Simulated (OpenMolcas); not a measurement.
# S2+: effect of the IPEA shift

* Program: OpenMolcas
* Basis: ANO-RCC-VDZP [4s3p1d]
* Scalar Hamiltonian: DKH2, point nucleus
* Active space: 2 electrons in 3 orbitals (3p)
* State averaging: 2S+1 = 3 even, 3 roots; 2S+1 = 1 even, 6 roots
* Spin-orbit coupling: RASSI with atomic mean-field integrals over the reference wave functions, term energies averaged over their components

Methods on the same reference wave functions:
A. CASSCF
B. SS-CASPT2, IPEA 0.25 Eh, imaginary shift 0.1 Eh (closed shells correlated: 2s 2p 3s)
C. SS-CASPT2, IPEA 0.5 Eh, imaginary shift 0.1 Eh (closed shells correlated: 2s 2p 3s)

Energies in cm⁻¹ above 3s² 3p² ³P₀, the measured ground level; measured values from NIST levels in Podobedova, Kelleher and Wiese, J. Phys. Chem. Ref. Data 38, 171 (2009).

```tsv
Level	A	B	C	Measured
3s² 3p² ³P₀	0.0	0.0	0.0	0.0
3s² 3p² ³P₁	256	259	259	299
3s² 3p² ³P₂	733	735	735	833
3s² 3p² ¹D₂	14158	12840	12640	11323
3s² 3p² ¹S₀	34480	29360	29140	27161
```

Deviations, from unrounded energies. A percentage is the sum of absolute deviations over the sum of measured energies, with the sign that they share, or ± where signs differ.

```
                        Against measurement  Levels      A      B      C
             mean absolute deviation (cm-1)       4   2600    960    860
      fine structure of the ground term (%)       2  -12.6  -12.2  -12.2
other terms of the ground configuration (%)       2  +26.4   +9.6   +8.6
```

C lies closest to measurement on these levels and A furthest from it. The largest miss of C in the table is 3s² 3p² ¹S₀, by +2000 cm-1. The ranking rests on the paired levels alone, and a cruder setting can come out closer through cancelling errors.

Between B and C the level of the table that moves most is 3s² 3p² ¹S₀, by 220 cm-1 (lowest in C, highest in B). Moves below CASPT2's spread within the term are not significant.

The mean deviations of B to C differ by less than CASPT2's widest spread within a term (170 cm-1), so their order carries little weight.

From A to B the spin-free energies of the other terms of 3s² 3p² shown, above ³P, scale by factors of 0.85 to 0.90.

The lowest spin-free term lies below A's lowest term by 0.060 hartree in B, 0.055 hartree in C.

Term energies are means over components that CASPT2 splits; among the terms shown or strongly mixed into the levels shown the widest spread is 170 cm-1 (3s² 3p² ¹D, C). With the s shell closed, the reference lacks s² → p² mixing. Measured partners are found by configuration, term and J. A level has none where our copy of the source lacks it or the pairing is in doubt (some pairs that miss far off the trend of their configuration count as doubtful), and it then counts in no deviation. Only configurations of the active space appear.
